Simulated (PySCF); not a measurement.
# Correlation energy of Ca (calcium, neutral)

[Ar] 4s2, closed-shell 1S. All numbers are calculated (PySCF 2.14, the spin-free X2C one-electron Hamiltonian (Gaussian nucleus), in aug-cc-pwCVTZ-X2C with one added diffuse shell each of s, p, d, f type (10s9p7d4f, 100 functions)). Frozen: [Ne]; 10 electrons correlated.

```tsv
level	correlation energy (mhartree)
CCSD	-273.99
(T)	-8.17
CCSD(T)	-282.16
```

Diagnostics: T1 = 0.020, D1 = 0.0629, largest double amplitude 0.045.

Question: Is a single reference adequate?

Answer: Yes: T1 lies below 0.03 and no double amplitude reaches 0.07.
